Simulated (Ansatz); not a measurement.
CH5AlOS (`[CH3][Al]([OH])[SH]`). Charge 0, multiplicity 1.

```xyz
9

C    -0.226   -1.119   -0.794
Al    0.023    0.314    0.487
O    -0.317    0.043    2.124
S     0.734    2.308   -0.079
H    -0.959   -0.844   -1.558
H     0.707   -1.353   -1.314
H    -0.576   -2.028   -0.299
H    -0.220    0.698    2.812
H     0.834    1.980   -1.378
```

Q: What are the harmonic wavenumbers in cm⁻¹ at PBE0-D4/def2-TZVP (Ansatz, finite differences of forces, unscaled)? (An estimate is asked.)

A: The calculation gave: 35, 145, 192, 204, 235, 361, 442, 596, 622, 668, 682, 716, 883, 1221, 1443, 1443, 2711, 3046, 3124, 3140, 3966.

Q: Is this a minimum?

A: Yes, all 21 modes are real.

Q: Give the ideal-gas thermochemistry at 298.15 K and 1 bar (rigid rotor, harmonic oscillator; point group Cs, symmetry number 1).

A: Zero-point energy 154.8 kJ/mol; H(298) − E = 176.6 kJ/mol; entropy 353.8 J/(mol·K), of which translation 165.3, rotation 111.6, vibration 77.0; G(298) − E = 71.1 kJ/mol. Modes under 100 cm⁻¹ are hindered rotations or soft bends, so the harmonic entropy is rough.

Q: And at 400, 500, 600, 800 and 1000 K?

A: 
```json
{"T (K)": "400", "H − E (kJ/mol)": "188.3", "S (J/mol/K)": "387.7", "G − E (kJ/mol)": "33.3"}
{"T (K)": "500", "H − E (kJ/mol)": "201.1", "S (J/mol/K)": "416.2", "G − E (kJ/mol)": "-7.0"}
{"T (K)": "600", "H − E (kJ/mol)": "214.9", "S (J/mol/K)": "441.3", "G − E (kJ/mol)": "-49.9"}
{"T (K)": "800", "H − E (kJ/mol)": "244.6", "S (J/mol/K)": "483.9", "G − E (kJ/mol)": "-142.5"}
{"T (K)": "1000", "H − E (kJ/mol)": "276.5", "S (J/mol/K)": "519.5", "G − E (kJ/mol)": "-243.0"}
```
